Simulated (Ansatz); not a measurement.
Cu3Cl4⁻, relaxed as a singlet with RKS PBE-D4/def2-SVPD in Ansatz, starting from the GFN2-xTB geometry. Force threshold 0.02 eV/Å.

The structure comes from a short search, and lower isomers may exist.

Start:

```xyz
7

Cu   -0.0309   -3.2657   -0.6997
Cu   -0.0130    3.1859    1.0238
Cu    0.1330    0.2339   -0.9261
Cl   -0.7481   -1.5221   -1.5905
Cl   -1.0207    4.3513    2.3965
Cl    0.6597   -5.0048    0.1635
Cl    1.0200    2.0216   -0.3673
```

| step | energy (eV) | largest force component (eV/Å) | SCF passes |
| --- | --- | --- | --- |
| 1 | -183950.4221 | 1.312 | 19 |
| 2 | -183950.6646 | 0.521 | 21 |
| 3 | -183950.7311 | 0.034 | 26 |
| 4 | -183950.7666 | 0.175 | 26 |
| 5 | -183950.8341 | 0.166 | 26 |
| 6 | -183950.9298 | 0.129 | 26 |
| 7 | -183951.0206 | 0.124 | 27 |
| 8 | -183951.0852 | 0.102 | 27 |
| 9 | -183951.1198 | 0.023 | 27 |
| 10 | -183951.1233 | 0.039 | 22 |
| 11 | -183951.1238 | 0.003 | 23 |
| 12 | -183951.1239 | 0.007 | 22 |
| 13 | -183951.1240 | 0.009 | 22 |
| 14 | -183951.1241 | 0.005 | 21 |

Force components are those of the run's own axes.

End:

```xyz
7

Cu   -0.2176   -2.4051   -0.5562
Cu    0.1859    2.3496    0.7660
Cu    0.0807    0.1411   -0.5315
Cl   -1.7366   -0.9314   -1.1718
Cl   -1.4221    3.5077    1.5586
Cl    1.1899   -3.9177   -0.0210
Cl    1.9198    1.2559   -0.0441
```

By distances, no bond broke or formed, bridged metal pairs apart. The bond that changes most is Cu3–Cl7, from 2.07 to 2.21 Å (atoms count from 1). Metal–metal contacts that move far: Cu2–Cu3 3.54 to 2.56 Å, Cu1–Cu3 3.51 to 2.56 Å. The end is the same structure that another start reached, the lowest one found.

The force fell under the threshold at step 11, but the optimiser went on. No frequencies were taken in this run, so the end may be a saddle point.

Hardware: 4 threads of Intel Xeon on a shared host. Wall time 2.3 min.
